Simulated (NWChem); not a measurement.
GeNH4Br; SMILES [NH2][GeH2][Br]

```xyz
7

Ge     0.3823     0.9126     0.0496
N     -1.0973     1.9598     0.1652
Br    -0.0945    -1.3433    -0.3400
H      1.2132     1.3797    -1.1496
H      1.1159     0.9630     1.3933
H     -1.7134     1.7564     0.9481
H     -1.6528     2.0228    -0.6840
```
Atoms are numbered in this order, from 1.

Results from NWChem. All runs use the structure optimised with PBE0/def2-SVP. Vzz is the largest principal value of the second derivative of the potential at the nucleus (NWChem prints the opposite sign); η is the asymmetry. Non-relativistic.

For level Hartree-Fock/def2-SVP:

- Vzz Ge1 (a.u.): 1.488
- η Ge1: 0.52
- Vzz N2 (a.u.): -0.926
- Vzz Br3 (a.u.): 4.108

Q: Estimate the same quantities for level B3LYP/def2-SVP.

A: Vzz Ge1 (a.u.): 1.200
η Ge1: 0.65
Vzz N2 (a.u.): -0.867
Vzz Br3 (a.u.): 4.430
